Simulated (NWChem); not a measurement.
# HSeBr; SMILES [SeH]Br

All runs: NWChem. Medium grid unless said otherwise, to which SCAN and Minnesota functionals are sensitive. The geometry was optimised at PBE0-D3(BJ)/def2-TZVP. Total energies of different functionals are on different scales.

```
level                                 energy (Ha)  highest occupied level (eV)  orbital gap (eV)  dipole (D)
------------------------------------  -----------  ---------------------------  ----------------  ----------
B3LYP/def2-SVP                         -4975.7663                        -6.52              3.94        1.22
PBE/def2-SVP                           -4974.9566                        -5.57              2.29        1.18
LDA (Slater exchange, VWN5)/def2-SVP   -4968.7354                        -5.67              2.17        1.23
M06-L/def2-SVP                         -4975.5310                        -5.88              2.92        1.25
LRC-wPBEh/def2-SVP                     -4975.1135                        -8.70              7.96        1.32
LDA (Slater exchange, PW92)/def2-SVP   -4968.7071                        -5.67              2.17        1.23
OLYP/def2-SVP                          -4977.1140                        -5.43              2.36        1.17
KT2/def2-SVP                           -4994.7923                        -5.63              2.27        1.18
PBE0/def2-SVP                          -4975.1212                        -6.84              4.41        1.29
MN15/def2-SVP                          -4976.3001                        -7.48              5.74        1.27
```
